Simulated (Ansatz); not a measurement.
In4Sb5H16⁺, a cluster cut from zinc blende InSb (hydrogen-capped), relaxed as a singlet with RKS r2SCAN-D4/def2-SVP in Ansatz, starting from a model built from a lattice or polyhedron. Force threshold 0.03 eV/Å.

In the def2 sets In, Sb take a core potential; there is no spin–orbit coupling.

Start:

```xyz
25

Sb   -2.798   -1.567    0.453
Sb   -0.624    1.861    2.579
Sb    1.644   -1.969    1.532
Sb    0.362   -1.530   -2.856
Sb    2.525    1.911   -0.720
In   -0.845   -0.912    2.353
In   -2.105   -0.493   -2.020
In    0.071    2.961    0.074
In    2.328   -0.915   -0.926
H    -4.314   -0.938    0.965
H    -2.956   -3.270    0.317
H    -2.169    2.531    3.054
H     0.542    2.251    3.744
H     1.496   -3.680    1.409
H     2.826   -1.572    2.699
H     0.244   -3.234   -2.978
H     0.798   -0.849   -4.384
H     3.742    2.319    0.438
H     2.931    2.578   -2.273
H    -1.288   -1.605    3.906
H    -3.327   -0.878   -3.189
H    -1.979    1.242   -1.875
H     0.173    4.713    0.243
H    -1.157    2.571   -1.087
H     3.879   -1.527   -1.462
```

| step | energy (eV) | largest force component (eV/Å) | SCF passes |
| --- | --- | --- | --- |
| 1 | -53657.7026 | 1.655 | 17 |
| 2 | -53658.9652 | 0.512 | 24 |
| 3 | -53659.3901 | 0.318 | 18 |
| 4 | -53659.5118 | 0.153 | 18 |
| 5 | -53659.5618 | 0.089 | 18 |
| 6 | -53659.5966 | 0.062 | 18 |
| 7 | -53659.6090 | 0.059 | 18 |
| 8 | -53659.6127 | 0.035 | 18 |
| 9 | -53659.6158 | 0.010 | 19 |
| 10 | -53659.6170 | 0.015 | 19 |
| 11 | -53659.6173 | 0.018 | 20 |

Force components are those of the run's own axes.

End:

| atom | x (Å) | y (Å) | z (Å) |
| --- | --- | --- | --- |
| Sb1 | -2.715 | -1.494 | 0.365 |
| Sb2 | -0.610 | 1.859 | 2.428 |
| Sb3 | 1.513 | -1.831 | 1.431 |
| Sb4 | 0.272 | -1.455 | -2.746 |
| Sb5 | 2.380 | 1.897 | -0.684 |
| In6 | -0.984 | -0.965 | 2.568 |
| In7 | -2.552 | -0.703 | -2.458 |
| In8 | 0.159 | 3.605 | 0.196 |
| In9 | 2.538 | -0.920 | -1.098 |
| H10 | -4.239 | -1.045 | 0.969 |
| H11 | -2.966 | -3.171 | 0.479 |
| H12 | -2.038 | 2.462 | 3.123 |
| H13 | 0.387 | 2.171 | 3.769 |
| H14 | 1.531 | -3.529 | 1.427 |
| H15 | 2.726 | -1.620 | 2.600 |
| H16 | 0.395 | -3.127 | -3.022 |
| H17 | 0.808 | -0.979 | -4.286 |
| H18 | 3.758 | 2.216 | 0.258 |
| H19 | 3.006 | 2.524 | -2.134 |
| H20 | -1.357 | -1.663 | 4.090 |
| H21 | -3.420 | -1.903 | -3.308 |
| H22 | -2.494 | 1.006 | -2.381 |
| H23 | 0.905 | 4.956 | 0.930 |
| H24 | -1.053 | 3.306 | -0.974 |
| H25 | 4.049 | -1.597 | -1.543 |

By distances, no bond broke or formed. The bond that changes most is Sb1–In7, from 2.78 to 2.94 Å (atoms count from 1). A close non-bonded pair moves further: H22–H24, from 1.75 to 3.06 Å.

The force fell under the threshold at step 9, but the optimiser went on. No frequencies were taken in this run, so the end may be a saddle point.

Run time 1.7 min (2 threads of AMD EPYC 7R13 on a shared host and a share (18 GiB) of an NVIDIA H100 80GB HBM3), peak host memory 1.3 GiB.
